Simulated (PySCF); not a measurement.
Computed shifts of a molecule C6H10, PBE/pcSseg-1 (PySCF), GIAO, gas phase, equivalent atoms averaged, in ppm (number of nuclei): ¹³C: 87.5 (1), 74.8 (1), 37.0 (1), 26.6 (1), 22.3 (1), 16.9 (1). ¹H: 3.01 (1), 2.84 (1), 2.49 (1), 2.21 (1), 2.18 (1), 1.90 (1), 1.71 (1), 1.44 (3). References: ¹³C against TMS (σ = 182.0 ppm); ¹H against TMS (σ = 31.49 ppm), references at their B3LYP-D3(BJ)/def2-TZVP geometries, non-relativistic. Geometry optimised at PBE-D3(BJ)/def2-SVP. The values are those of a single conformer.

### Question
Identify the compound among the candidates.
A) C#CCCCC
B) C=C[C@H]1C[C@H]1C
C) C=CC1(C)CC1
D) C=CC=C(C)C

### Answer
A, C#CCCCC
